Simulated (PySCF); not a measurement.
How methods differ on the excitation energy of Ir²⁺

Ir²⁺ [Xe] 4f14 5d7 (4F) → Ir²⁺ [Xe] 4f14 5d6 6s1 (6D), as a difference of total energies. Computed with PySCF 2.14 in ANO-RCC-VTZP, with scalar relativity by spin-free X2C-1e. The calculations carry no spin-orbit coupling.

```
 method  excitation energy (eV)
    UHF                   1.424
  M06-L                   2.238
LC-wPBE                   1.798
  B3LYP                   1.827
```

The basis was made for the ground configuration and has no added diffuse functions, so the excitation energy can come out too high.
